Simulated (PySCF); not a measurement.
## Potential energy of BiS⁻ along the bond

Set-up: basis Bi aug-cc-pVDZ-PP with ECP60, S aug-cc-pV(D+d)Z; scalar-relativistic core potentials; PySCF 2.14. Energies in eV from Bi + S⁻ in their ground configurations at the same level. All curves are PBE0. state 1: ³Σ⁻ (triplet), unpaired electrons π ↑↑; state 2: Ms = 0 determinant of mixed spin (⟨S²⟩ near 1.0), unpaired electrons π ↑↓, a mixture of terms (⟨Lz²⟩ = 2.0), a second solution, started from another occupation; state 3: singlet, one real π or δ orbital doubly filled, a mixture of terms (⟨Lz²⟩ = 2.0), a second solution, started from another occupation; state 4: ⁵Π (quintet), unpaired electrons σ ↑, π ↑↑↑, a second solution, started from another occupation.

| R (Å) | state 1 | state 2 | state 3 | state 4 |
| --- | --- | --- | --- | --- |
| 2.085 | -1.627 | -1.415 | -0.851 | 3.2013 |
| 2.182 | -2.354 | -2.139 | -1.564 | 2.0718 |
| 2.279 | -2.746 | -2.527 | -1.942 | 1.2486 |
| 2.351 | -2.881 | -2.660 | -2.069 | 0.7792 |
| 2.424 | -2.916 | -2.694 | -2.097 | 0.4076 |
| 2.497 | -2.877 | -2.652 | -2.050 | 0.1142 |
| 2.594 | -2.740 | -2.513 | -1.905 | -0.1810 |
| 2.715 | -2.483 | -2.251 | -1.637 | -0.4321 |
| 2.860 | -2.108 | -1.868 | -1.248 | -0.6094 |
| 3.054 | -1.585 | -1.323 | -0.696 | -0.7082 |

Q: Put a parabola through the three lowest points of the state 1 curve and estimate Re, k and ωe (reduced mass 27.73 u; 1 eV/Å² = 0.16022 mdyn/Å; ωe = 1302.8·√(k/μ) cm⁻¹).

A: Through R = 2.351, 2.424, 2.497 Å the second-order coefficient is 6.94 eV/Å², so Re ≈ 2.422 Å, k ≈ 2.22 mdyn/Å and ωe ≈ 369 cm⁻¹. A polynomial fit of higher order to the unrounded PBE0 energies gives Re = 2.419 Å, k = 2.31 mdyn/Å, ωe = 376 cm⁻¹; anharmonicity and rounding make the difference.

The higher-order fit for each curve: state 1: Re = 2.419 Å, ωe = 376 cm⁻¹, De = 2.92 eV; state 2: Re = 2.417 Å, ωe = 377 cm⁻¹, minimum 2.69 eV below the ground-state fragments; state 3: Re = 2.411 Å, ωe = 380 cm⁻¹, minimum 2.10 eV below the ground-state fragments; state 4: Re = 3.166 Å, ωe = 128 cm⁻¹, minimum 0.72 eV below the ground-state fragments.

Spin–orbit coupling is left out, which matters for elements this heavy, above all for dissociation energies. For an ion De counts to the pair picked by the measured ionisation energies or electron affinities, which need not be the lowest pair at this level. The highest Kohn–Sham level is positive in this anion. Much of that is self-interaction error, but it also means that the finite basis helps to hold the extra electron. The state is the lowest determinant that a PBE0 search found; another state may lie lower at other levels.
